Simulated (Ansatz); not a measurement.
Mulliken charges of CH6FGaSi (`FC[SiH2][GaH2]`) from ωB97M-V/def2-TZVPP in Ansatz (PBE0-D4/def2-TZVP geometry).

```json
{"atom": "F1", "x (Å)": "-1.468", "y (Å)": "0.542", "z (Å)": "0.306", "charge (e)": "-0.239"}
{"atom": "C2", "x (Å)": "-1.056", "y (Å)": "-0.825", "z (Å)": "0.209", "charge (e)": "-0.097"}
{"atom": "Si3", "x (Å)": "0.820", "y (Å)": "-0.757", "z (Å)": "-0.187", "charge (e)": "0.028"}
{"atom": "Ga4", "x (Å)": "0.705", "y (Å)": "1.652", "z (Å)": "-0.119", "charge (e)": "0.163"}
{"atom": "H5", "x (Å)": "-1.672", "y (Å)": "-1.274", "z (Å)": "-0.572", "charge (e)": "0.128"}
{"atom": "H6", "x (Å)": "-1.301", "y (Å)": "-1.285", "z (Å)": "1.167", "charge (e)": "0.128"}
{"atom": "H7", "x (Å)": "1.581", "y (Å)": "-1.482", "z (Å)": "0.867", "charge (e)": "-0.015"}
{"atom": "H8", "x (Å)": "1.083", "y (Å)": "-1.438", "z (Å)": "-1.485", "charge (e)": "-0.015"}
{"atom": "H9", "x (Å)": "0.382", "y (Å)": "2.459", "z (Å)": "-1.426", "charge (e)": "-0.041"}
{"atom": "H10", "x (Å)": "0.926", "y (Å)": "2.408", "z (Å)": "1.239", "charge (e)": "-0.041"}
```

Question: By hand: the dipole of these point charges (1 e Å = 4.8032 D).

Answer: Σ q r = (0.117, -0.285, -0.025) e Å, of length 0.309 e Å = 1.48 D.

Question: How does the dipole of the full density compare? (Estimate.)

Answer: The calculation gave: (0.002, -0.360, -0.004) e Å, 1.73 D; the point charges give 0.86 times that, at 22° from its direction.

Point charges leave out the atoms' own dipoles, such as those of lone pairs, and Mulliken's split depends on the basis, so the two needn't agree.
